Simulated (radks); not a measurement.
Task: These are the eigenvalues of the occupied orbitals of an atom or ion with whole-number occupations (eV). Method: non-relativistic Kohn-Sham, exchange-only LDA, spin-polarised, spherical densities, point nucleus; computed with a radial shooting solver on a logarithmic mesh with Libxc functionals.

orbital  eigenvalue
1s up     -77658.05
1s down   -77640.52
2s up     -17854.32
2s down   -17831.29
2p up     -17520.11
2p down   -17491.58

Which element is it, and in what charge state? The configuration may be excited. Open shells, if any, are filled with parallel spins first.

Result: Z = 78, platinum, charge +69: Pt69+ in [He] 2s2 2p5. The list shows which subshells hold electrons but not how many an open one holds; the 1s level, -2853.9 hartree, gives Z - s = 75.5 by -(Z - s)^2/2, which with screening narrows Z to a few neighbours, and the depths of the outer levels then fix element, charge and occupations together.
